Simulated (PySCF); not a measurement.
# Spinor energies of Br⁺ (bromine, charge +1)

Start: [Ar] 3d10 4s1 4p5; 4s1/2 filled at m_j = +1/2; 4p1/2 filled at m_j = -1/2, +1/2; 4p3/2 filled at m_j = -1/2, +1/2, +3/2. Calculated with PySCF 2.14 in x2c-TZVPall-2c: generalised Hartree-Fock with the X2C-1e Hamiltonian and a Gaussian nucleus; one run each with spin-orbit coupling (SO) switched off, then screened by Boettger's factors. This is a chosen level, not necessarily the ground level.

| spinor shell | electrons | ε, spin-free (eV) | ε, screened SO (eV) | weight of nominal j (screened SO) | rms radius, screened SO (bohr) |
| --- | --- | --- | --- | --- | --- |
| 1s1/2 | 2 | -13570.7 | -13570.3 | 1.000 | 0.0492 |
| 2s1/2 | 2 | -1838.9 | -1838.7 | 1.000 | 0.205 |
| 2p1/2 | 2 | -1618.3 | -1650.8 | 1.000 | 0.180 |
| 2p3/2 | 4 | -1618.3 | -1602.6 | 1.000 | 0.184 |
| 3s1/2 | 2 | -290.31 | -290.24 | 1.000 | 0.588 |
| 3p1/2 | 2 | -218.47 | -223.45 | 0.998 | 0.600 |
| 3p3/2 | 4 | -218.47 | -216.00 | 0.999 | 0.610 |
| 3d3/2 | 4 | -98.914 | -99.579 | 0.979 | 0.648 |
| 3d5/2 | 6 | -98.914 | -98.361 | 0.986 | 0.650 |
| 4s1/2 | 1 | -41.979 | -41.931 | 1.000 | 1.75 |
| 4p1/2 | 2 | -22.678 | -22.500 | 0.657 | 2.12 |
| 4p3/2 | 3 | -22.678 | -22.825 | 0.772 | 2.11 |

| quantity | spin-free | screened SO |
| --- | --- | --- |
| E (hartree) | -2603.42178 | -2603.56727 |
| M_J | 2 | 2 |
| ⟨J²⟩ | 6.020 | 6.020 |
| ⟨L²⟩ | 2.003 | 2.007 |
| ⟨S²⟩ | 2.017 | 2.017 |

Each row is a mean over spinors that exchange with the open shell spreads, by up to 5.215 eV (4p1/2).

Rows whose weight is well below 1 are mixtures of j = l ± 1/2: exchange outweighs spin-orbit coupling there, and the label is only the starting occupation.

Without spin-orbit coupling the j labels of p, d and f shells carry no meaning; the spin-free column gives the mean over the occupied spinors of each nl shell.
